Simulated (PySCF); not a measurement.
N-methyl-N-silylpropan-2-amine (C4H13NSi), SMILES CC(C)N(C)[SiH3]. Geometry: PBE-D3(BJ)/def2-SVP. One conformer was computed; it need not be the lowest.

Computed equilibrium geometry at PBE-D3(BJ)/def2-SVP (PySCF confirms it by a frequency run) as bond lengths and angles (one conformer of several):
Atoms: C1 C2 C3 N4 C5 Si6 H7 H8 H9 H10 H11 H12 H13 H14 H15 H16 H17 H18 H19. Bonds (Å): C1–C2 1.536, C1–H7 1.108, C1–H8 1.108, C1–H9 1.110, C2–C3 1.538, C2–N4 1.473, C2–H10 1.113, C3–H11 1.110, C3–H12 1.109, C3–H13 1.109, N4–C5 1.454, N4–Si6 1.749, C5–H14 1.109, C5–H15 1.117, C5–H16 1.112, Si6–H17 1.518, Si6–H18 1.506, Si6–H19 1.505. Angles (°): C2–C1–H7 110.5, C2–C1–H8 110.6, C2–C1–H9 111.8, H7–C1–H8 108.5, H7–C1–H9 107.1, H8–C1–H9 108.2, C1–C2–C3 111.6, C1–C2–N4 111.8, C1–C2–H10 106.9, C3–C2–N4 113.2, C3–C2–H10 107.3, N4–C2–H10 105.6, C2–C3–H11 111.4, C2–C3–H12 111.0, C2–C3–H13 111.0, H11–C3–H12 107.3, H11–C3–H13 107.9, H12–C3–H13 108.1, C2–N4–C5 117.3, C2–N4–Si6 119.6, C5–N4–Si6 119.6, N4–C5–H14 109.8, N4–C5–H15 114.1, N4–C5–H16 111.5, H14–C5–H15 107.1, H14–C5–H16 106.8, H15–C5–H16 107.3, N4–Si6–H17 116.2, N4–Si6–H18 107.9, N4–Si6–H19 107.9, H17–Si6–H18 106.8, H17–Si6–H19 107.0, H18–Si6–H19 111.0.
